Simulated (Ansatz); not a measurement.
`[SiH3][NH][GaH][SiH3]` + `B[AsH2]` → `[BH2][GaH][SiH3]` + `[SiH3]N[AsH2]`  (redistribution)

Gas-phase electronic energies from Ansatz, PBE0-D4/def2-TZVP geometries. CCSD(T)/CBS adds triple-zeta CCSD(T) − MP2 to the extrapolated MP2 energy (def2 sets, frozen cores). DFT in def2-TZVPP. B3LYP here is the variant with VWN-RPA as its local correlation; programs differ in this. For As, Ga outer-core shells are correlated without core-valence functions, which leaves a few kJ/mol of doubt a bond. Scalar relativity is left out up to krypton. Each species was taken in one conformer, which may not be the lowest.

(1) Is it downhill or uphill in electronic energy at CCSD(T)/CBS, and by how much? (An estimate is asked.)

(2) What do these levels give: PBE-D4, B3LYP-D4, B2PLYP, PBE, HF/def2-TZVPP, MP2/def2-TZVPP, SCS-MP2/def2-TZVPP, CCSD/def2-TZVPP, CCSD(T)/def2-TZVPP, HF/def2-QZVPP, SCS-MP2/def2-QZVPP, MP2/CBS(def2)? (Estimate.)

Largest T1 diagnostic among the species: 0.014.

Results:

(1) Computed: Uphill: ΔE = +1.42 eV.

(2) The calculation gave: PBE-D4 1.32, B3LYP-D4 1.32, B2PLYP 1.38, PBE 1.32, HF/def2-TZVPP 1.31, MP2/def2-TZVPP 1.47, SCS-MP2/def2-TZVPP 1.41, CCSD/def2-TZVPP 1.38, CCSD(T)/def2-TZVPP 1.41, HF/def2-QZVPP 1.30, SCS-MP2/def2-QZVPP 1.41, MP2/CBS(def2) 1.49 eV.

In def2-TZVPP, CCSD(T) changes the Hartree–Fock value by +0.10 eV (the triples alone add +0.03 eV) and MP2 by +0.17 eV.
